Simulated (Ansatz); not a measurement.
`O=CB[SiH3]` → `BC=O` + `[SiH2]` at 500 K and 1 bar (silylene loss).

Isolated molecules relaxed with PBE0-D4/def2-TZVP in Ansatz; ΔE leaves out vibrations. CCSD(T)/CBS is the MP2 limit (def2-TZVPP, def2-QZVPP) plus CCSD(T) − MP2 in def2-TZVPP, frozen cores. This one scheme is used for every species. Each species was taken in one conformer, which may not be the lowest.

```csv
species,CCSD(T)/CBS energy (Eh),H − E (kJ/mol),S (J/(mol·K))
`O=CB[SiH3]`,-430.03905,185.6,385.3
`BC=O`,-139.76288,127.0,302.2
`[SiH2]`,-290.19011,48.0,226.5
```

H − E and S are ideal-gas, rigid-rotor, harmonic terms from PBE0-D4/def2-TZVP, for one conformer and one mirror image of each species. 1 Eh = 2625.50 kJ/mol, R = 8.31446 J/(mol·K).

By hand: ΔE, ΔH, ΔS and ΔG.

ΔE = (-139.76288) + (-290.19011) − (-430.03905) = 0.08606 Eh = 226.0 kJ/mol. Δ(H − E) = 127.0 + 48.0 − 185.6 = -10.6, so ΔH = 215.4 kJ/mol. ΔS = 302.2 + 226.5 − 385.3 = 143.4 J/(mol·K). ΔG = 215.4 − 500 × (143.4)/1000 = 143.7 kJ/mol.

By hand: the equilibrium constant, and the temperature at which ΔG would vanish if ΔH and ΔS stayed fixed.

log₁₀ K = −ΔG/(RT ln 10) = -15.0. ΔG = 0 at ΔH/ΔS = 1502 K.

The number of gas molecules changes by +1, which sets the sign of ΔS. A doubt of 5 kJ/mol in ΔE shifts log₁₀ K by 0.5 here. Other conformers and mirror images would add mixing entropy, several J/(mol·K) or more a flexible species. These are equilibria of isolated gas molecules and say nothing of rates. Largest T1 diagnostic: 0.021 (customary marks: 0.02 for closed shells, 0.045 for open ones).
